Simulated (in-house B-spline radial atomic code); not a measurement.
# Ionising Au6+ with different functionals

Computed with a B-spline radial code for spherical atoms: four-component Dirac-Coulomb Hamiltonian, Fermi nucleus of rms radius 5.4371 fm, spin-restricted, spherical fractional occupations for the functionals, and exact exchange of hybrids averaged over the configuration. The ionisation energy is the difference of two self-consistent energies, [Xe] 4f14 5d5 → [Xe] 4f14 5d4, without Breit or QED terms; ε is the level of the shell that loses the electron (mean over j). The electron is taken from both j subshells in proportion to 2j + 1, so the result is a j average, not the step between ground levels.

```csv
method,rung,ΔSCF (eV),-ε(5d) (eV)
B3LYP,global hybrid,94.63,88.11
BHandHLYP,global hybrid,?,?
CAM-B3LYP,range-separated hybrid,94.58,90.03
LC-wPBE,range-separated hybrid,?,?
```

What does BHandHLYP give?

ΔSCF 94.45 eV, and -ε(5d) = 90.67 eV.

What does LC-wPBE give?

ΔSCF 94.51 eV, and -ε(5d) = 91.34 eV.

Among the functionals, which spreads more, the ΔSCF values or the orbital energies?

The orbital energies: ΔSCF values span about 0.17 eV and the orbital energies 3.22 eV; here energy differences depend much less on the functional than eigenvalues do.

How do they compare with the NIST value?

NIST lists 94 eV ± 2 (tabulated theory, ground level to ground level). Errors run from +0.45 to +0.63 eV; all lie within about twice that uncertainty, so the table can't rank the methods.
